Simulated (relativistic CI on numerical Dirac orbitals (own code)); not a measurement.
Hyperfine structure of Cu XXI, mass number 65

Calculated at this level of theory: Dirac-Coulomb-Breit CI, orbitals from a KLI potential per configuration, model QED (radiative potential, 1s self-energy scaled to tabulated hydrogen-like ionisation energies), unscaled Slater integrals (own radial code, finite nucleus).

Configurations in the expansion (outside the closed core 1s2): 2s2.2p5, 2s.2p6, 2p6.3s, 2p6.3p, 2s2.2p4.3s, 2p6.3d, 2s2.2p4.3p, 2s2.2p4.3d, 2s.2p5.3s, 2s.2p5.3p, 2s.2p5.3d, 2s2.2p4.4s, 2s2.2p4.4p, 2s2.2p4.4d, 2s2.2p4.4f, 2s.2p5.4s. Levels of other configurations are missing.

Nuclear spin I = 3/2, μ = 2.3844 μN, Q = -0.204 b (tables of Stone and Pyykkö). The electronic factors are computed for point nuclear moments, without core polarisation or the Bohr-Weisskopf and QED corrections.

| Level | E (eV) | A (GHz) | B (GHz) |
| --- | --- | --- | --- |
| 2s2.2p5 2P°_3/2 | 0.00 | 60.33 | 14 |
| 2s2.2p5 2P°_1/2 | 20.92 | 315.8 |  |
| 2s.2p6 2S_1/2 | 159.67 | 1039 |  |
| 2s2.2p4.3s 4P_5/2 | 1016.38 | 99.15 | -9.62 |
| 2s2.2p4.3s 2P_3/2 | 1020.42 | 16.23 | -2.92 |
| 2s2.2p4.3s 4P_1/2 | 1029.91 | 214.2 |  |
| 2s2.2p4.3s 4P_3/2 | 1035.98 | 81.02 | 5.44 |
| 2s2.2p4.3s 2P_1/2 | 1039.31 | -49.76 |  |

Levels with J = 0, under 50 % of one LS term, or S terms without an open s electron are left out. Small factors come from cancelling terms and can be off by tens of per cent or more.

At this charge energies of transitions that change n are usually good to better than 1 %, and those within a shell (Δn = 0) to a few per cent.

Give the hyperfine levels of 2s2.2p5 2P°_1/2 relative to its centre of gravity.

With K = F(F + 1) − I(I + 1) − J(J + 1), E = AK/2: F = 1: -394.7, F = 2: 236.8 GHz.

LS names give the leading component of a level, which can be under half, so a name can repeat, a term be missing and a line seem to break the LS rules.
